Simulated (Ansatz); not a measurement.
Ansatz (a first-principles code) input:

Ansatz 0.2 input:
```yaml
crystal:
  periodic: [false, false, false]
  atoms:
    - {symbol: B, position_ang: [-0.67550948, 0.14887937, -0.00613855]}
    - {symbol: N, position_ang: [0.63011679, -0.09718899, 0.00592163]}
    - {symbol: H, position_ang: [-1.44672840, -0.78084810, -0.01830614]}
    - {symbol: H, position_ang: [-1.10635803, 1.26961877, -0.00524130]}
    - {symbol: H, position_ang: [1.51981634, -0.55284460, 0.01278881]}
basis:
  gaussian:
    orbitals: def2-TZVP
hamiltonian:
  xc: {name: r2SCAN}
magnetization: {spin_polarized: true, initial_magnetization: 1}
relax: {f_tol: 0.003, max_steps: 100}
```

Q: What final total energy does it print?

A: -81.33259 Eh (r2SCAN/def2-TZVP). The basis has 80 functions.

It need not be the lowest isomer of its formula.
